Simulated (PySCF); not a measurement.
HSE06 on He (helium, neutral), 1s1 2p1, high-spin 3P determinant (an excited configuration). Computed with PySCF 2.14 in dyall-acv3z (10s3p2d, 29 functions), with the spin-free X2C one-electron Hamiltonian (Gaussian nucleus).

```
cycle= 1 E= -2.02397994082779  delta_E= -0.000413  |g|= 0.00288  |ddm|= 0.0239
cycle= 2 E= -2.02398090928422  delta_E= -9.68e-07  |g|= 0.000119  |ddm|= 0.000533
cycle= 3 E= -2.02398091209424  delta_E= -2.81e-09  |g|= 4.45e-06  |ddm|= 7.09e-05
cycle= 4 E= -2.0239809121003  delta_E= -6.06e-12  |g|= 2.41e-07  |ddm|= 1.75e-06
converged SCF energy = -2.0239809121003  <S^2> = 2  2S+1 = 3
```

Highest occupied orbital energy: 2.712 eV; ⟨L²⟩ = 2.00; populations by l: s 1.00, p 1.00, d 0.00.

**Question.** Can this result be used?

**Answer.** Not for this state. Self-consistency was reached. The outer electron is Rydberg-like, and this basis confines it to a smaller radius and binds it less than a complete one would. At HSE06 the highest occupied level has a positive energy, so only the finite basis holds that electron; for this excited configuration the basis is too tight for the outer shell.
